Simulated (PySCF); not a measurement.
Löwdin shares of the frontier orbitals

Compound: C₅H₁₀N₂Si.
Cartesian coordinates in Å at the GFN2-xTB level; atoms count from 1:
```
atom  x, y, z in Å
N1    -1.758    0.445   -1.901
C2    -1.165    0.697   -0.824
C3    -1.661    0.348    0.563
N4    -2.753   -0.609    0.479
C5     0.164    1.411   -0.879
C6     1.215    0.579   -0.325
C7     2.065   -0.133    0.147
Si8    3.377   -1.218    0.856
H9    -2.652   -0.028   -1.778
H10   -0.805    0.004    1.169
H11   -2.049    1.264    1.024
H12   -3.167   -0.761    1.391
H13   -2.407   -1.502    0.140
H14    0.102    2.340   -0.304
H15    0.388    1.646   -1.922
H16    4.201   -1.734   -0.238
H17    2.718   -2.319    1.567
H18    4.179   -0.423    1.791
```

Computed with TDDFT CAM-B3LYP/def2-SVPD, vertical, gas phase, core orbitals frozen in the response in PySCF 2.14.0, density-fitted response routines.

Kohn–Sham orbitals with the atoms that hold most of them (Löwdin shares over 4%, at most four atoms; ? is withheld):

```tsv
orbital	ε (eV)	atoms
HOMO-3	-9.53	C6 26%, C7 26%, N1 19%, C2 6%
HOMO-2	-9.29	C7 29%, C6 28%, N4 12%, C5 6%
HOMO-1	-8.82	?
HOMO	-8.72	?
LUMO	0.79	C2 16%, N1 16%, Si8 9%, C7 9%
LUMO+1	0.99	Si8 28%, C7 12%, C6 9%, C2 7%
LUMO+2	1.33	Si8 33%, C7 19%, C6 18%, H18 8%
```

(1) Which atoms hold the HOMO, and with what shares?

(2) Which atoms hold the HOMO-1, and with what shares?

(3) The HOMO–LUMO gap is 9.51 eV. Where does the response calculation put the lowest singlet, and from which orbitals?

Results:

(1) N1 (bonded to C and H) 35%; C7 (bonded to C and Si) 13%; C6 (bonded to 2 C) 11%; C2 (bonded to 2 C and N) 10%. By element: nitrogen 35% or more, carbon 33% or more.

(2) N4 (bonded to C and 2 H) 44%; C7 (bonded to C and Si) 9%; N1 (bonded to C and H) 9%; C6 (bonded to 2 C) 8%. By element: nitrogen 53%, carbon 18% or more.

(3) S1 is at 5.39 eV (f = 0.0088), 4.12 eV below the gap, made of HOMO→LUMO (44%), HOMO→LUMO+1 (11%). 

Next come S2 at 6.00 eV (f 0.0001), HOMO-2→LUMO (21%), HOMO-1→LUMO (16%), HOMO-2→LUMO+1 (10%); S3 at 6.24 eV (f 0.0009), HOMO-2→LUMO+2 (16%), HOMO-1→LUMO (13%), HOMO→LUMO+2 (8%); S4 at 6.29 eV (f 0.0013), HOMO→LUMO+2 (22%), HOMO-3→LUMO+2 (21%); S5 at 6.46 eV (f 0.017), HOMO-1→LUMO (32%), HOMO-1→LUMO+3 (25%), HOMO-2→LUMO (11%).

Löwdin shares depend on the basis, the more so with diffuse functions.

The run took 77 s wall (with the writing of density and orbital grids) on one thread of an Arm Neoverse V2 (shared host), and the process peaked at 1.2 GiB of memory.

One conformer stands for the species.
